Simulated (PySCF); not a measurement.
Isomers of C8H5FO2, one GFN2-xTB conformer each. Single-point energies are computed at PBE0/pcSseg-1 (PySCF, gas phase, no added dispersion term), electronic only.

| SMILES | GFN2-xTB relative energy (kJ/mol) |
| --- | --- |
| O=Cc1ccc(C(=O)F)cc1 | 0.0 |
| O=C(O)c1c(F)ccc2c1C2 | 141.5 |
| O=Cc1cccc(C(=O)F)c1 | 0.6 |

Conformers: `[O:1]=[CH:2][c:3]1[cH:4][cH:5][c:6]([C:7](=[O:8])[F:9])[cH:10][cH:11]1` with O1–C2–C3–C4 0°, C5–C6–C7–O8 180°; `[O:1]=[C:2]([OH:3])[c:4]1[c:5]([F:6])[cH:7][cH:8][c:9]2[c:10]1[CH2:11]2` with O1–C2–O3–H 0°, O1–C2–C4–C5 180°; `[O:1]=[CH:2][c:3]1[cH:4][cH:5][cH:6][c:7]([C:8](=[O:9])[F:10])[cH:11]1` with O1–C2–C3–C4 180°, C6–C7–C8–O9 0°.

**Question.** What does PBE0/pcSseg-1 give for the same structures?

**Answer.** 
```json
{"SMILES": "O=Cc1cccc(C(=O)F)c1", "PBE0/pcSseg-1 E (Eh)": "-557.49066", "PBE0/pcSseg-1 (kJ/mol)": "0.0", "GFN2-xTB (kJ/mol)": "0.6", "point group": "Cs"}
{"SMILES": "O=Cc1ccc(C(=O)F)cc1", "PBE0/pcSseg-1 E (Eh)": "-557.49025", "PBE0/pcSseg-1 (kJ/mol)": "1.1", "GFN2-xTB (kJ/mol)": "0.0", "point group": "Cs"}
{"SMILES": "O=C(O)c1c(F)ccc2c1C2", "PBE0/pcSseg-1 E (Eh)": "-557.39887", "PBE0/pcSseg-1 (kJ/mol)": "241.0", "GFN2-xTB (kJ/mol)": "141.5", "point group": "Cs"}
```

GFN2-xTB puts O=Cc1ccc(C(=O)F)cc1 lowest instead; measured from each level's own lowest isomer, the values differ by up to 99.5 kJ/mol (O=C(O)c1c(F)ccc2c1C2: 141.5 against 241.0). As drawn, the highest has a three-membered ring, an O–H bond and a C(=O)–O unit, which the lowest lacks. Neighbours under 10 kJ/mol apart (O=Cc1cccc(C(=O)F)c1 and O=Cc1ccc(C(=O)F)cc1) can change places with a better method, another conformer or zero-point energy.

**Question.** Which frontier levels, dipoles and rotational constants go with these structures?

**Answer.** 
```tsv
SMILES	HOMO (eV, PBE0/pcSseg-1)	LUMO (eV)	dipole (D)	A, B, C (MHz)
O=Cc1cccc(C(=O)F)c1	-8.03	-2.54	4.76	1872, 796.1, 558.6
O=Cc1ccc(C(=O)F)cc1	-8.10	-3.01	1.77	3526, 571.6, 491.9
O=C(O)c1c(F)ccc2c1C2	-7.17	-1.74	1.86	1715, 1105, 674.9
```

**Question.** As an exercise, what shares would exp(−E/RT) give at 1000 K from these electronic energies alone (no entropy, no degeneracies)?

**Answer.** RT = 8.314 kJ/mol: O=Cc1cccc(C(=O)F)c1 53.3 %, O=Cc1ccc(C(=O)F)cc1 46.7 %, O=C(O)c1c(F)ccc2c1C2 under 0.1 %.
